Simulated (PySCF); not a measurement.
Two species compared at the same levels of theory.

First species: C₈H₁₃N.
SMILES with atom numbers: `[CH3:1][C@@H:2]1[CH2:3][CH2:4][CH2:5][C@@H:6]1[CH2:7][C:8]#[N:9]` (hydrogens: H10, H11, H12 on C1; H13 on C2; H14, H15 on C3; H16, H17 on C4; H18, H19 on C5; H20 on C6; H21, H22 on C7)

Geometry (GFN2-xTB, Å), atoms numbered from 1 in this order:
```xyz
22
C8H13N angstrom
C     -1.0360   -1.6482   -0.2243
C     -0.9149   -0.3563    0.5784
C     -1.7166    0.7801   -0.0637
C     -0.8059    1.3442   -1.1644
C      0.6263    0.9359   -0.7771
C      0.5019    0.2404    0.5853
C      1.6241   -0.7683    0.8537
C      2.8857   -0.0868    0.9844
N      3.8778    0.4719    1.0888
H     -2.0805   -1.9478   -0.2778
H     -0.6697   -1.5146   -1.2384
H     -0.4823   -2.4578    0.2458
H     -1.2589   -0.5497    1.5990
H     -1.9155    1.5488    0.6846
H     -2.6720    0.4379   -0.4582
H     -1.0731    0.9253   -2.1342
H     -0.9077    2.4260   -1.2369
H      1.0416    0.2448   -1.5124
H      1.2981    1.7915   -0.7217
H      0.5350    1.0020    1.3726
H      1.7040   -1.4865    0.0335
H      1.4284   -1.3134    1.7822
```

Second species: C₆H₁₃NO₂Si.
SMILES: `CCC[C@@H]1C[Si@H](C(N)=O)O1`

Levels: PBE0/pcSseg-1 for HOMO energy, LUMO energy and HOMO–LUMO gap. Geometries: GFN2-xTB. Each structure is a single optimised conformer of the isolated species, non-relativistic unless stated. Electronic properties by PySCF.

Dipoles, sizes and rotational constants follow the conformer. The torsions of the flexible species, by atom-mapped SMILES:
- `[CH3:1][CH2:2][CH2:3][C@@H:4]1[CH2:5][Si@H:6]([C:7]([NH2:8])=[O:9])[O:10]1`: C1–C2–C3–C4 178°, C2–C3–C4–C5 -74°, C5–Si6–C7–N8 -73°, H–N8–C7–Si6 -9°, H–N8–C7–Si6 -175°

The conformers of `C[C@@H]1CCC[C@@H]1CC#N` aren't listed.

```tsv
property	column X	column Y
HOMO energy	-8.99 eV	-6.95 eV
LUMO energy	0.77 eV	-0.73 eV
HOMO–LUMO gap	9.76 eV	6.22 eV
```

Question: Which column belongs to which species?

Answer: Column X is the first species and column Y the second. The first has 22 atoms and 68 electrons, the second 23 and 86.

Question: How does each property change from the first species to the second?

Answer: HOMO energy +2.04 eV; LUMO energy -1.50 eV; HOMO–LUMO gap -3.54 eV.

